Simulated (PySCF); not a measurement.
C₄H₉NSi, SMILES C=C1[SiH2]N[C@H]1C.

Geometry optimised at PBE0-D3(BJ)/def2-SVP. The structure was generated by enumeration; whether it is a known compound was not checked.

Method: TDDFT-PBE/def2-SVPD (PySCF).

Vertical excitations. Gas-phase values at a fixed geometry.

```
state  energy (eV)  λ (nm)      f                            main pairs
-----  -----------  ------  -----  ------------------------------------
S1            4.19     296  0.002                        HOMO→LUMO 99 %
S2            4.71     263  0.004                     HOMO→LUMO+1 100 %
S3            5.53     224  0.011                      HOMO→LUMO+2 99 %
S4            5.63     220  0.002                      HOMO−2→LUMO 92 %
S5            5.78     214  0.003                    HOMO−1→LUMO+1 93 %
S6            6.09     204  0.029                      HOMO→LUMO+3 96 %
S7            6.16     201  0.025  HOMO−2→LUMO+1 77 %, HOMO→LUMO+4 21 %
S8            6.18     201  0.017  HOMO→LUMO+4 77 %, HOMO−2→LUMO+1 20 %
S9            6.47     192  0.002                      HOMO→LUMO+5 99 %
S10           6.51     190  0.188  HOMO−1→LUMO 54 %, HOMO−1→LUMO+2 36 %
T1            3.88     320      0                        HOMO→LUMO 91 %
T2            4.23     293      0                      HOMO−1→LUMO 89 %
T3            4.48     277      0                     HOMO→LUMO+1 100 %
T4            5.14     241      0                      HOMO−2→LUMO 99 %
```
Triplets are in the Tamm–Dancoff approximation, which puts them higher than full response would, so one can lie above its singlet here.
